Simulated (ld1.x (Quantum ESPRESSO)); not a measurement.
# What one change does to a pseudopotential (carbon (C), TM)

C, norm-conserving Troullier–Martins (Kleinman–Bylander form), made with ld1.x (Quantum ESPRESSO) 7.5 (LDA (PZ), scalar-relativistic). Core [He], reference 2s2 2p0 (charge +2). Waves: 2p (bound, empty): rc 2.60 bohr; 3d channel at 0.15 Ry: rc 2.55 bohr; 2s (bound): rc 0.90 bohr. Local part: the s channel. Core correction: a·sin(br)/r model core, default radius (core density twice the valence density).

Change: type RRKJ; local potential the p channel.

Cutoffs: the cutoffs (Ry, on a coarse ladder) from which the occupation-weighted sum of valence levels, in a spherical-Bessel basis at the reference potential, stays within 10 and 1 mRy of its value at 400 Ry; they do not see the model core or the augmentation charge, which bear on the density cutoff. Errors are all-electron minus pseudo energies relative to the spin-unpolarised reference configuration.

Task: How do hardness, ghosts and transferability respond?

Result: The potential gets softer (70 Ry and 120 Ry → 40 Ry and 90 Ry); a bound ghost appears in d, which as a rule spoils a file; of the 9 tests that both files solve, the error grows in 0 and shrinks in 6 by more than 15 % and 0.3 meV (median size 668.3 → 475.1 meV); the range in which the s phases agree narrows (upper end 4.1 → -1.3); the range in which the d phases agree narrows (upper end 2.6 → 1.4).

| quantity | base | changed |
| --- | --- | --- |
| cutoff, loose | 70 Ry | 40 Ry |
| cutoff, tight | 120 Ry | 90 Ry |
| bound ghosts | none | d |
| error for 2s2 2p2, meV [ΔE -35.25 eV] | +668 | +475 |
| error for 2s2 2p1, meV [ΔE -24.26 eV] | +290 | +252 |
| error for 2s1 2p0, meV [ΔE 47.97 eV] | +38 | +35 |
| error for 2s2 2p1.5, meV [ΔE -31.22 eV] | +503 | +402 |
| error for 2s1 2p3, meV [ΔE -27.01 eV] | +984 | +781 |
| error for 2s0 2p4, meV [ΔE -18.73 eV] | +1310 | +1098 |
| error for 2s2 2p2.3, meV [ΔE -36.45 eV] | +729 | +476 |
| error for 2s2 2p2 (spin-polarised), meV [ΔE -36.38 eV] | +746 | +563 |
| error for 2s2 2p1 (spin-polarised), meV [ΔE -24.66 eV] | +306 | +270 |
| s: phases at 2.86 bohr within 0.05 rad from the reference energy up to (Ry; the scan ends near 5) | 4.1 | -1.3 |
| p: phases at 2.86 bohr within 0.05 rad from the reference energy up to (Ry; the scan ends near 5) | -0.8 | -1.2 |
| d: phases at 2.86 bohr within 0.05 rad from the reference energy up to (Ry; the scan ends near 5) | 2.6 | 1.4 |

 A true bound ghost makes a file unfit for plane-wave use even where its test errors are small: the radial tests pick states by their node count and pass the ghost by.
